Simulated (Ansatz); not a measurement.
Born–Oppenheimer molecular dynamics of C₃H₁₁NO₂Si (18 atoms, charge 0, multiplicity 1). It starts from a relaxed structure.

Computed with RKS PBE0-D4/STO-3G in Ansatz.

| Property | Result |
| --- | --- |
| ensemble | NVE (Milne-controlled integrator) |
| time step | 0.25 fs |
| steps asked | 166 |
| starting velocities drawn for | 50 K |
| masses | H 2.014 u |
| seed | 673100 |

Frames 0.25 fs apart, positions in Å, forces in eV/Å.

Velocities at 22.5 fs (Å/ps):

```
Si 0.57 0.23 0.61
N -0.58 -0.06 -0.54
H -1.65 0.96 -1.04
H -6.90 -4.41 0.57
O 2.42 -0.07 -1.80
C 0.77 0.93 -0.28
H -1.21 -0.75 -0.61
H 1.89 -1.91 -2.21
H 4.88 -5.19 0.56
C -3.22 -0.68 1.29
H -5.08 4.59 -2.42
H 0.89 -4.05 4.67
H 2.68 -0.28 -0.73
O 0.89 -0.38 -0.48
C -1.41 0.91 0.45
H 0.83 4.66 -1.25
H -0.93 -1.32 3.98
H -2.67 1.58 3.10
```

```xyz
18
Properties=species:S:1:pos:R:3:forces:R:3 time_fs=22.5 energy_less_start_eV=0.052 T=25
Si -0.134 0.070 -0.042 -0.51 -0.40 0.06
N -0.283 -0.133 1.698 0.53 0.13 0.38
H -0.175 0.781 2.195 -0.04 -0.08 -0.04
H 0.471 -0.736 2.108 -0.18 0.13 -0.12
O 1.440 0.071 -0.695 0.43 -0.43 0.20
C 2.075 -1.246 -0.645 -0.43 0.20 -0.01
H 1.527 -2.004 -1.250 0.06 0.07 0.15
H 3.075 -1.138 -1.095 0.17 0.00 0.01
H 2.214 -1.673 0.382 -0.10 0.27 -0.31
C -0.932 1.673 -0.523 -0.08 0.25 -0.07
H -1.867 1.791 0.037 0.09 0.05 -0.05
H -0.300 2.544 -0.319 -0.01 -0.10 0.05
H -1.185 1.698 -1.588 0.04 -0.08 0.04
O -1.032 -1.200 -0.738 -0.08 -0.02 -0.46
C -1.240 -2.333 0.130 -0.07 0.14 0.03
H -1.431 -2.021 1.175 0.01 -0.11 0.11
H -2.122 -2.904 -0.225 0.14 0.12 -0.05
H -0.373 -3.022 0.128 0.05 -0.16 0.08
18
Properties=species:S:1:pos:R:3:forces:R:3 time_fs=22.8 energy_less_start_eV=0.052 T=25
Si -0.134 0.070 -0.042 -0.51 -0.41 0.05
N -0.284 -0.133 1.698 0.51 0.15 0.38
H -0.176 0.781 2.195 -0.04 -0.09 -0.04
H 0.470 -0.738 2.109 -0.17 0.12 -0.11
O 1.441 0.071 -0.695 0.41 -0.42 0.21
C 2.075 -1.246 -0.645 -0.42 0.16 -0.01
H 1.527 -2.004 -1.250 0.07 0.09 0.16
H 3.075 -1.139 -1.096 0.16 0.00 0.02
H 2.215 -1.675 0.382 -0.11 0.29 -0.33
C -0.933 1.673 -0.523 -0.06 0.26 -0.07
H -1.868 1.792 0.037 0.09 0.05 -0.05
H -0.299 2.543 -0.318 -0.01 -0.09 0.05
H -1.184 1.698 -1.588 0.04 -0.08 0.04
O -1.031 -1.200 -0.738 -0.08 -0.02 -0.46
C -1.240 -2.333 0.131 -0.07 0.15 0.03
H -1.431 -2.020 1.175 0.00 -0.11 0.12
H -2.123 -2.905 -0.224 0.13 0.12 -0.06
H -0.373 -3.022 0.128 0.06 -0.17 0.08
18
Properties=species:S:1:pos:R:3:forces:R:3 time_fs=23.0 energy_less_start_eV=0.052 T=25
Si -0.134 0.070 -0.041 -0.51 -0.42 0.04
N -0.284 -0.133 1.698 0.49 0.17 0.36
H -0.176 0.782 2.195 -0.04 -0.10 -0.04
H 0.468 -0.739 2.109 -0.15 0.12 -0.10
O 1.442 0.071 -0.695 0.39 -0.41 0.22
C 2.076 -1.246 -0.645 -0.40 0.12 -0.01
H 1.527 -2.004 -1.251 0.08 0.10 0.17
H 3.076 -1.139 -1.097 0.14 0.00 0.02
H 2.216 -1.676 0.382 -0.12 0.31 -0.35
C -0.934 1.673 -0.522 -0.05 0.26 -0.08
H -1.870 1.793 0.036 0.09 0.04 -0.05
H -0.299 2.542 -0.317 -0.02 -0.09 0.04
H -1.183 1.698 -1.588 0.04 -0.08 0.05
O -1.031 -1.200 -0.738 -0.08 -0.02 -0.46
C -1.241 -2.332 0.131 -0.06 0.15 0.03
H -1.431 -2.018 1.175 0.00 -0.11 0.12
H -2.123 -2.905 -0.223 0.13 0.12 -0.06
H -0.374 -3.022 0.129 0.07 -0.17 0.08
18
Properties=species:S:1:pos:R:3:forces:R:3 time_fs=23.2 energy_less_start_eV=0.053 T=25
Si -0.134 0.070 -0.041 -0.51 -0.42 0.03
N -0.284 -0.133 1.698 0.47 0.19 0.35
H -0.177 0.782 2.194 -0.03 -0.10 -0.03
H 0.466 -0.740 2.109 -0.13 0.11 -0.09
O 1.442 0.071 -0.696 0.37 -0.40 0.24
C 2.076 -1.246 -0.645 -0.37 0.08 -0.01
H 1.526 -2.004 -1.251 0.08 0.11 0.18
H 3.076 -1.140 -1.097 0.12 0.00 0.03
H 2.217 -1.677 0.382 -0.13 0.33 -0.36
C -0.935 1.673 -0.522 -0.03 0.26 -0.08
H -1.871 1.795 0.035 0.09 0.03 -0.04
H -0.299 2.541 -0.316 -0.02 -0.08 0.04
H -1.183 1.698 -1.588 0.04 -0.07 0.05
O -1.031 -1.200 -0.739 -0.08 -0.02 -0.47
C -1.241 -2.332 0.131 -0.06 0.16 0.04
H -1.430 -2.017 1.175 -0.01 -0.11 0.13
H -2.123 -2.905 -0.222 0.12 0.13 -0.07
H -0.375 -3.022 0.130 0.08 -0.18 0.07
18
Properties=species:S:1:pos:R:3:forces:R:3 time_fs=23.5 energy_less_start_eV=0.053 T=24
Si -0.134 0.070 -0.041 -0.51 -0.43 0.02
N -0.284 -0.133 1.698 0.45 0.21 0.33
H -0.177 0.782 2.194 -0.03 -0.11 -0.03
H 0.464 -0.741 2.109 -0.11 0.10 -0.07
O 1.443 0.071 -0.696 0.35 -0.38 0.25
C 2.076 -1.246 -0.645 -0.35 0.05 -0.02
H 1.526 -2.004 -1.251 0.09 0.12 0.18
H 3.077 -1.140 -1.098 0.10 0.00 0.04
H 2.218 -1.678 0.382 -0.14 0.34 -0.37
C -0.935 1.673 -0.522 -0.02 0.25 -0.08
H -1.872 1.796 0.035 0.10 0.02 -0.04
H -0.299 2.540 -0.314 -0.02 -0.08 0.03
H -1.182 1.697 -1.589 0.04 -0.07 0.06
O -1.031 -1.200 -0.739 -0.08 -0.02 -0.47
C -1.241 -2.332 0.131 -0.05 0.16 0.04
H -1.430 -2.016 1.174 -0.01 -0.11 0.14
H -2.123 -2.905 -0.221 0.11 0.13 -0.07
H -0.375 -3.021 0.131 0.08 -0.18 0.07
18
Properties=species:S:1:pos:R:3:forces:R:3 time_fs=23.8 energy_less_start_eV=0.053 T=24
Si -0.134 0.070 -0.041 -0.51 -0.43 0.01
N -0.284 -0.133 1.697 0.42 0.22 0.31
H -0.177 0.782 2.194 -0.03 -0.12 -0.02
H 0.462 -0.742 2.109 -0.08 0.08 -0.06
O 1.444 0.071 -0.697 0.32 -0.37 0.26
C 2.076 -1.245 -0.645 -0.32 0.02 -0.03
H 1.526 -2.004 -1.250 0.09 0.13 0.19
H 3.078 -1.141 -1.098 0.08 0.00 0.04
H 2.219 -1.679 0.382 -0.14 0.35 -0.38
C -0.936 1.673 -0.521 0.00 0.25 -0.09
H -1.873 1.797 0.034 0.09 0.02 -0.04
H -0.299 2.539 -0.313 -0.03 -0.07 0.03
H -1.181 1.697 -1.589 0.04 -0.07 0.06
O -1.030 -1.200 -0.739 -0.08 -0.02 -0.47
C -1.242 -2.332 0.131 -0.03 0.17 0.05
H -1.430 -2.015 1.174 -0.02 -0.11 0.14
H -2.123 -2.905 -0.220 0.10 0.13 -0.08
H -0.376 -3.021 0.132 0.09 -0.18 0.07
18
Properties=species:S:1:pos:R:3:forces:R:3 time_fs=24.0 energy_less_start_eV=0.053 T=24
Si -0.133 0.070 -0.041 -0.51 -0.43 0.01
N -0.284 -0.133 1.697 0.40 0.24 0.29
H -0.178 0.782 2.193 -0.02 -0.12 -0.02
H 0.460 -0.742 2.109 -0.06 0.07 -0.04
O 1.444 0.071 -0.697 0.30 -0.35 0.27
C 2.076 -1.245 -0.645 -0.28 -0.01 -0.04
H 1.526 -2.004 -1.250 0.10 0.13 0.19
H 3.078 -1.141 -1.099 0.05 0.00 0.05
H 2.220 -1.679 0.381 -0.15 0.36 -0.38
C -0.937 1.672 -0.521 0.02 0.25 -0.09
H -1.874 1.798 0.033 0.09 0.01 -0.04
H -0.298 2.538 -0.312 -0.03 -0.06 0.03
H -1.180 1.697 -1.589 0.03 -0.07 0.06
O -1.030 -1.200 -0.739 -0.08 -0.02 -0.47
C -1.242 -2.331 0.131 -0.02 0.17 0.06
H -1.430 -2.014 1.174 -0.02 -0.11 0.15
H -2.123 -2.906 -0.219 0.09 0.12 -0.08
H -0.376 -3.021 0.133 0.09 -0.18 0.07
18
Properties=species:S:1:pos:R:3:forces:R:3 time_fs=24.2 energy_less_start_eV=0.053 T=24
Si -0.133 0.070 -0.041 -0.51 -0.44 0.00
N -0.284 -0.133 1.697 0.37 0.26 0.26
H -0.178 0.782 2.193 -0.02 -0.12 -0.01
H 0.458 -0.743 2.109 -0.03 0.05 -0.02
O 1.445 0.071 -0.698 0.27 -0.33 0.28
C 2.076 -1.245 -0.645 -0.25 -0.04 -0.06
H 1.526 -2.004 -1.250 0.10 0.13 0.19
H 3.079 -1.141 -1.099 0.03 0.00 0.06
H 2.221 -1.680 0.381 -0.15 0.36 -0.37
C -0.938 1.672 -0.521 0.03 0.24 -0.09
H -1.875 1.799 0.033 0.09 0.00 -0.03
H -0.298 2.537 -0.311 -0.03 -0.06 0.02
H -1.180 1.697 -1.589 0.03 -0.06 0.07
O -1.030 -1.201 -0.739 -0.08 -0.02 -0.47
C -1.242 -2.331 0.131 0.00 0.17 0.07
H -1.429 -2.013 1.174 -0.03 -0.11 0.15
H -2.123 -2.906 -0.218 0.08 0.12 -0.09
H -0.377 -3.021 0.134 0.09 -0.18 0.06
18
Properties=species:S:1:pos:R:3:forces:R:3 time_fs=24.5 energy_less_start_eV=0.054 T=24
Si -0.133 0.070 -0.041 -0.51 -0.44 -0.01
N -0.284 -0.133 1.697 0.34 0.28 0.24
H -0.179 0.782 2.193 -0.01 -0.12 0.00
H 0.456 -0.744 2.109 0.00 0.04 0.00
O 1.446 0.070 -0.698 0.24 -0.31 0.29
C 2.076 -1.244 -0.645 -0.21 -0.06 -0.08
H 1.526 -2.004 -1.250 0.10 0.13 0.19
H 3.080 -1.142 -1.100 0.00 0.00 0.07
H 2.222 -1.681 0.380 -0.16 0.37 -0.36
C -0.939 1.672 -0.520 0.05 0.23 -0.10
H -1.876 1.801 0.032 0.09 0.00 -0.03
H -0.298 2.535 -0.309 -0.03 -0.05 0.02
H -1.179 1.696 -1.589 0.03 -0.06 0.07
O -1.030 -1.201 -0.740 -0.07 -0.02 -0.47
C -1.243 -2.331 0.131 0.02 0.17 0.07
H -1.429 -2.013 1.174 -0.03 -0.11 0.15
H -2.123 -2.906 -0.217 0.06 0.12 -0.10
H -0.377 -3.021 0.135 0.09 -0.18 0.06
18
Properties=species:S:1:pos:R:3:forces:R:3 time_fs=24.8 energy_less_start_eV=0.054 T=24
Si -0.133 0.070 -0.040 -0.51 -0.44 -0.02
N -0.284 -0.133 1.697 0.31 0.29 0.21
H -0.179 0.782 2.193 -0.01 -0.11 0.01
H 0.454 -0.745 2.109 0.02 0.02 0.02
O 1.446 0.070 -0.698 0.21 -0.29 0.31
C 2.076 -1.244 -0.646 -0.18 -0.08 -0.10
H 1.526 -2.004 -1.250 0.10 0.13 0.18
H 3.080 -1.142 -1.100 -0.02 0.00 0.07
H 2.223 -1.681 0.379 -0.16 0.37 -0.35
C -0.940 1.672 -0.520 0.07 0.22 -0.10
H -1.877 1.802 0.031 0.08 -0.01 -0.03
H -0.298 2.534 -0.308 -0.03 -0.04 0.01
H -1.178 1.696 -1.589 0.03 -0.05 0.07
O -1.030 -1.201 -0.740 -0.07 -0.02 -0.47
C -1.243 -2.330 0.132 0.04 0.17 0.08
H -1.429 -2.012 1.174 -0.04 -0.11 0.15
H -2.123 -2.906 -0.216 0.05 0.12 -0.10
H -0.378 -3.021 0.136 0.09 -0.18 0.06
18
Properties=species:S:1:pos:R:3:forces:R:3 time_fs=25.0 energy_less_start_eV=0.054 T=24
Si -0.133 0.070 -0.040 -0.51 -0.44 -0.02
N -0.284 -0.133 1.697 0.28 0.30 0.18
H -0.180 0.782 2.192 -0.01 -0.11 0.02
H 0.453 -0.746 2.109 0.05 0.01 0.04
O 1.447 0.070 -0.699 0.19 -0.27 0.32
C 2.076 -1.244 -0.646 -0.14 -0.10 -0.12
H 1.526 -2.004 -1.249 0.10 0.13 0.18
H 3.081 -1.143 -1.101 -0.04 0.00 0.08
H 2.224 -1.681 0.378 -0.16 0.37 -0.33
C -0.940 1.672 -0.520 0.09 0.21 -0.10
H -1.879 1.803 0.031 0.08 -0.02 -0.02
H -0.298 2.533 -0.307 -0.03 -0.03 0.01
H -1.177 1.696 -1.589 0.03 -0.05 0.06
O -1.029 -1.201 -0.740 -0.07 -0.02 -0.47
C -1.244 -2.330 0.132 0.06 0.17 0.09
H -1.429 -2.011 1.174 -0.04 -0.11 0.15
H -2.123 -2.906 -0.216 0.04 0.11 -0.11
H -0.378 -3.021 0.137 0.08 -0.17 0.06
18
Properties=species:S:1:pos:R:3:forces:R:3 time_fs=25.2 energy_less_start_eV=0.054 T=24
Si -0.133 0.070 -0.040 -0.50 -0.44 -0.03
N -0.284 -0.133 1.697 0.26 0.31 0.15
H -0.180 0.782 2.192 0.00 -0.10 0.03
H 0.451 -0.747 2.109 0.08 -0.01 0.05
O 1.448 0.070 -0.699 0.16 -0.25 0.33
C 2.076 -1.244 -0.646 -0.10 -0.11 -0.15
H 1.526 -2.004 -1.249 0.09 0.13 0.17
H 3.082 -1.143 -1.101 -0.07 0.00 0.09
H 2.225 -1.682 0.377 -0.16 0.37 -0.31
C -0.941 1.672 -0.520 0.11 0.20 -0.10
H -1.879 1.804 0.030 0.07 -0.02 -0.02
H -0.298 2.532 -0.306 -0.03 -0.01 0.01
H -1.177 1.696 -1.589 0.03 -0.04 0.06
O -1.029 -1.201 -0.740 -0.07 -0.03 -0.46
C -1.244 -2.330 0.132 0.09 0.17 0.11
H -1.429 -2.010 1.174 -0.04 -0.11 0.14
H -2.123 -2.906 -0.215 0.02 0.11 -0.12
H -0.379 -3.021 0.138 0.08 -0.16 0.05
```

Of the whole run (42 fs, mean temperature of the second half 22 K): The conserved energy stayed within 5.6e-05 meV per atom of its start (net change 0 meV per atom), so the integration is sound. A run of 0.042 ps of so small a system gives no equilibrium averages. Limits of this set-up: minimal basis.

Run time: 14 min on 1 thread of Arm Neoverse V1, with other jobs on the host, peak memory 0.14 GiB.
